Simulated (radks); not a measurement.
Ne+, configuration [He] 2s2 2p5. Calculated with a radial shooting solver on a logarithmic mesh with Libxc functionals: scalar-relativistic Kohn-Sham, LDA (Slater exchange, VWN5 correlation), spin-polarised, spherical densities, point nucleus; open shells are filled with parallel spins first.

Unscreened Slater integrals over Kohn-Sham orbitals (cm^-1). They are taken over the spin-up orbitals.

integral,value
"F0(2p,2p)",232660
"F2(2p,2p)",104260
"F0(2p,2s)",230750
"G1(2p,2s)",138930
"F0(2p,1s)",335530
"G1(2p,1s)",39239
"F0(2s,2s)",230870
"F0(2s,1s)",328760
"G0(2s,1s)",24673
"F0(1s,1s)",1302700

Derived for the open shells (J is the average intra-shell exchange parameter used in DFT+U). 2p: J = F2/5 = 20850 cm^-1.
